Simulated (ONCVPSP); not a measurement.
# Building the ONCV potential for copper (PBE, scalar-relativistic).

```
Element                 : Cu
Generator               : ONCVPSP 4.0.1
Type                    : optimised norm-conserving Vanderbilt (ONCV)
Functional              : PBE
Relativity              : scalar-relativistic
Frozen core             : [Ne]
Valence charge          : 19
Reference configuration : 3s2 3p6 3d10 4s1
Partial waves           : 3s+4s: rc 1.40 bohr, ncon 3, nbas 6, qcut 10.6 1/bohr, 3 projectors, debl 1.9 Ha; 3p: rc 0.85 bohr, ncon 4, nbas 8, qcut 18.8 1/bohr, 2 projectors, debl 0.6 Ha; 3d: rc 1.35 bohr, ncon 4, nbas 9, qcut 13.4 1/bohr, 1 projector
Local potential         : polynomial inside 0.70 bohr (lpopt 5, dvloc0 6 Ha)
Core correction         : polynomial model core, fcfact 0.5
```

In the p channel the program set the typed energies aside and used -2.651, 0.250 Ha.

* Cutoffs needed: 92 Ha and 116 Ha (the cutoffs (Ha) at which the residual kinetic energy of the hardest occupied pseudo-wave falls to 1 and 0.1 mHa per electron)
* Ghost test: no bound ghost flagged; no localised positive-energy state flagged
* Configuration tests: 2 of 4 tests not solved or not reliable
* rms error of d²Exc/dni dnj: 3.92 mHa without and 1.63 mHa with the model core
